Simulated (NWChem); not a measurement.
Species: BF2, doublet; SMILES F[B]F

Computed with NWChem. Spin-unrestricted. In the optimisation the excess spin sits in a1 (C2v, its own frame). The geometry was optimised at PBE0/def2-SVP, spin-unrestricted. No stability test was run on the SCF state.

Predict the results for CAM-B3LYP/STO-3G. Quantities: highest occupied level (eV); lowest empty minus highest occupied level, either spin (eV); dipole (D).


| Item | Result |
|---|---|
| highest occupied level (eV) | -3.98 |
| lowest empty minus highest occupied level, either spin (eV) | 8.08 |
| dipole (D) | 0.18 |
